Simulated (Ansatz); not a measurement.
Total energies of `[F][In@H-]1[Br+][In@@H-]([F])[Br+]1`.

```xyz
8

F    -1.7672   -2.2882   -0.8711
In   -1.2181   -1.2554    0.6699
Br    1.4265   -1.1848    0.3874
In    1.2361    1.3289   -0.4632
F     1.4839    1.1351   -2.3721
Br   -1.4125    1.2418   -0.2273
H    -1.7021   -1.4133    2.2821
H     1.9535    2.4359    0.5943
```

Charge 0, multiplicity 1. Correlated methods include outer-core shells of Br, In, which these sets cover unevenly. Scalar relativity is left out up to krypton. In: def2 effective core potential. Geometry: relaxed with PBE0-D4/def2-TZVP. Basis def2-TZVPP, Ansatz 0.2.0.

RPA on PBE orbitals: Hartree–Fock energy of these orbitals -5723.46722 Eh, correlation -2.37810 Eh (frozen core).

| functional | energy without D4 (Eh) | D4 term (kJ/mol) |
| --- | --- | --- |
| LDA (SPW92) | -5720.72922 | – |
| PBE | -5728.79034 | -28.8 |
| PBE0 | -5728.96611 | -25.2 |
| B3LYP | -5729.94048 | -47.4 |
| HSE06 (plane-wave form) | -5728.96425 | -24.4 |
| BHLYP | -5729.50325 | -50.3 |
| LC-ωPBE | -5729.00030 | – |
| ωB97X-V | -5729.17905 | – |
| ωB97M-V | -5729.31773 | – |
| PBE-QIDH | -5727.92254 | – |

Question: Give the same for revPBE, BLYP, r2SCAN, B97M-V, r2SCANh, r2SCAN0, CAM-B3LYP, B2PLYP. (Best estimate.)

Answer: Ansatz gave: 
| functional | energy without D4 (Eh) | D4 term (kJ/mol) |
| --- | --- | --- |
| revPBE | -5729.33256 | -56.5 |
| BLYP | -5729.69291 | -57.8 |
| r2SCAN | -5729.79346 | -6.4 |
| B97M-V | -5728.76960 | – |
| r2SCANh | -5729.75198 | -7.3 |
| r2SCAN0 | -5729.69266 | -8.3 |
| CAM-B3LYP | -5729.91789 | -27.0 |
| B2PLYP | -5728.45541 | – |

B3LYP takes the VWN-RPA correlation (the form of Gaussian; ORCA's B3LYP/G). HSE06 is the plane-wave form, built on full-range PBE exchange. The double hybrids freeze the cores in their second-order part.

LC-ωPBE has ω = 0.4 bohr⁻¹.
